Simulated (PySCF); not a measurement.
Sn(Cl)(SiH3) (ClH₃SiSn), SMILES [Cl][Sn][SiH3] (connectivity only; charge and spin as stated), neutral, multiplicity 1. Atoms are numbered in the order given.

```xyz
6

Sn     0.7117    -0.2389     0.0000
Cl    -1.3763    -1.4284     0.0000
Si    -0.6633     2.0532     0.0000
H     -1.5416     2.0946     1.2137
H     -1.5416     2.0946    -1.2137
H      0.1843     3.2907     0.0000
```
Charge 0, spin multiplicity 1.

The structure is a stationary point at PBE0-D3(BJ)/def2-SVP. The def2 effective core potentials stand for the cores of Sn; spin–orbit coupling is left out.

Method: PBE/def2-TZVPD in PySCF.

Computed frontier levels, gap, dipole moment and polarisability:
The highest occupied level comes out as -5.61 eV and the lowest empty level is -4.01 eV. The orbital gap is 1.59 eV. The dipole moment is 2.68 D and the quadrupole, principal values (traceless, Buckingham form, about the centre of nuclear charge) is -6.04, -0.70, 6.74 D·Å. The mean static polarisability is 98.6 bohr³ (14.60 Å³). The polarisability, principal values comes out as 71.3, 99.8, 124.5 bohr³.
